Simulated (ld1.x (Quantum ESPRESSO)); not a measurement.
## Which change was made? (Ir, TM)

```json
{"Element": "Ir", "Generator": "ld1.x (Quantum ESPRESSO) 7.5", "Type": "norm-conserving Troullier–Martins (Kleinman–Bylander form)", "Functional": "LDA (PZ)", "Relativity": "scalar-relativistic", "Frozen core": "[Xe] 4f14", "Valence charge": "9", "Reference configuration": "5d7 6s0.5 6p0 (charge +1.5)", "Partial waves": "6p (bound, empty): rc 2.50 bohr; 5d (bound): rc 1.65 bohr; 6s (bound): rc 2.40 bohr", "Local potential": "the s channel", "Core correction": "a·sin(br)/r model core inside 0.85 bohr"}
```

Cutoffs, loose and tight: the cutoffs (Ry, on a coarse ladder) from which the occupation-weighted sum of valence levels, in a spherical-Bessel basis at the reference potential, stays within 10 and 1 mRy of its value at 400 Ry. They do not see the model core or the augmentation charge, which bear on the density cutoff. Test errors are all-electron minus pseudo excitation energies from the reference, over the configurations 5d7 6s2 6p0; 5d7 6s1 6p0; 5d7 6s0 6p0; 5d6 6s0 6p0; 5d8 6s1 6p0; 5d7 6s0 6p2; 5d7 6s0 6p1 (two spin-polarised tests are not counted in the largest error); variants that change the core or the reference have their own tests. The largest error is taken over the tests solved by every variant that gives reliable tests at all, those not shown here included: 5d7 6s0 6p0; 5d7 6s0 6p1; 5d7 6s0 6p2; 5d7 6s1 6p0; 5d7 6s2 6p0; 5d8 6s1 6p0.

The base gives: outcome: generated; cutoff, loose: 40 Ry; cutoff, tight: 55 Ry; bound ghosts: none; largest test error (meV): -45.

(1) After one change the result is: outcome: generated; cutoff, loose: 40 Ry; cutoff, tight: 50 Ry; bound ghosts: none; largest test error (meV): -13. Which change was it?
A. type RRKJ; local potential all-electron potential smoothed inside 1.80 bohr (lloc = -2); rho0 0.005
B. local potential all-electron potential smoothed inside 2.10 bohr (lloc = -2)
C. wave 5d (bound): rc 1.65 bohr becomes 5d (bound): rc 1.04 bohr
D. reference 5d7.5 6s1.5 6p0

Results:

(1) B. The others give: wave 5d (bound): rc 1.65 bohr becomes 5d (bound): rc 1.04 bohr → outcome: generated; cutoff, loose: 160 Ry; cutoff, tight: 260 Ry; bound ghosts: none; largest test error (meV): -46 | type RRKJ; local potential all-electron potential smoothed inside 1.80 bohr (lloc = -2); rho0 0.005 → outcome: generated; cutoff, loose: 40 Ry; cutoff, tight: 70 Ry; bound ghosts: s; largest test error (meV): +25 | reference 5d7.5 6s1.5 6p0 → outcome: generated; cutoff, loose: 40 Ry; cutoff, tight: 50 Ry; bound ghosts: none; largest test error (meV): -238.
